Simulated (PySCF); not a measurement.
Os (osmium, neutral) across methods

[Xe] 4f14 5d8, high-spin 3F determinant (an excited configuration). All numbers are calculated (PySCF 2.14, scalar relativity by spin-free X2C-1e, in x2c-TZVPPall with one added diffuse shell each of s, p, d, f type (12s8p8d4f1g, 113 functions)).

```json
{"method": "UHF", "E (hartree)": "-17249.87051", "mean ε 5p β (eV)": "-56.359", "mean ε 5d α (eV)": "-7.911", "mean ε 5d β (eV)": "-6.344", "Σ⟨r²⟩ (bohr²)": "60.14", "⟨S²⟩": "2.009"}
{"method": "LDA", "E (hartree)": "-17244.49", "mean ε 5p β (eV)": "-46.709", "mean ε 5d α (eV)": "-4.094", "mean ε 5d β (eV)": "-3.199", "Σ⟨r²⟩ (bohr²)": "62.23", "⟨S²⟩": "2.002"}
{"method": "r2SCAN", "E (hartree)": "-17255.40", "mean ε 5p β (eV)": "-47.194", "mean ε 5d α (eV)": "-3.896", "mean ε 5d β (eV)": "-3.023", "Σ⟨r²⟩ (bohr²)": "61.45", "⟨S²⟩": "2.003"}
{"method": "PBE0", "E (hartree)": "-17255.11", "mean ε 5p β (eV)": "-49.063", "mean ε 5d α (eV)": "-5.030", "mean ε 5d β (eV)": "-4.018", "Σ⟨r²⟩ (bohr²)": "61.38", "⟨S²⟩": "2.004"}
```

Task: Estimate the same row for PBE.

Result: E (hartree) = -17255.34; mean ε 5p β (eV) = -46.354; mean ε 5d α (eV) = -3.916; mean ε 5d β (eV) = -3.024; Σ⟨r²⟩ (bohr²) = 62.48; ⟨S²⟩ = 2.003.

Spin-orbit coupling, absent here, splits the open shell strongly.
